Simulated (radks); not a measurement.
The copper anion Cu- inside a hard spherical wall (all orbitals vanish at R), configuration held at [Ar] 3d10 4s2 and not refilled when levels cross. Calculated with a radial shooting solver on a logarithmic mesh with Libxc functionals: non-relativistic Kohn-Sham, LDA (Slater exchange, Perdew-Wang correlation), spin-polarised, spherical densities, point nucleus. Eigenvalues in eV for spin up, with the zero of energy where the potential of the charges vanishes at infinity; a dash marks a level that is unbound or too diffuse for the functional's potential to be trusted. A positive occupied level is held by the wall or, in an anion where self-interaction has pushed it up, behind a barrier. The pressure on the wall is -dE/dV.

| R (bohr) | E (hartree) | kinetic (hartree) | e(3s) | e(3p) | e(3d) | e(4s) | e(5s, empty) | e(4p, empty) | pressure (GPa) |
|---|---|---|---|---|---|---|---|---|---|
| 20 | -1637.83639 | 1636.029 | -104.11 | -64.690 | 0.826 | 0.861 | 2.205 | 2.279 | 0.000128 |
| 15 | -1637.83603 | 1636.031 | -104.04 | -64.618 | 0.899 | 0.923 | 3.073 | 2.907 | 0.00192 |
| 12 | -1637.83471 | 1636.037 | -103.89 | -64.463 | 1.054 | 1.056 | 4.222 | 3.494 | 0.0145 |
| 10 | -1637.83130 | 1636.052 | -103.62 | -64.199 | 1.317 | 1.286 | 5.755 | 4.131 | 0.0696 |
| 8 | -1637.81870 | 1636.102 | -103.00 | -63.569 | 1.940 | 1.860 | 8.946 | 5.301 | 0.432 |
| 6 | -1637.76045 | 1636.310 | -101.28 | -61.847 | 3.614 | 3.559 | 17.140 | 8.087 | 3.96 |
| 5 | -1637.65797 | 1636.651 | -99.256 | -59.834 | 5.547 | 5.751 | 26.769 | 11.274 | 15.3 |
| 4 | -1637.35522 | 1637.611 | -95.079 | -55.692 | 9.510 | 10.835 | 47.294 | 18.087 | 76.4 |
| 3.5 | -1636.98377 | 1638.753 | -91.234 | -51.898 | 13.176 | 16.120 | 67.062 | 24.791 | 197 |
| 2.5 | -1634.40889 | 1646.450 | -74.385 | -35.343 | 30.025 | 46.009 | 164.15 | 60.066 | 2090 |
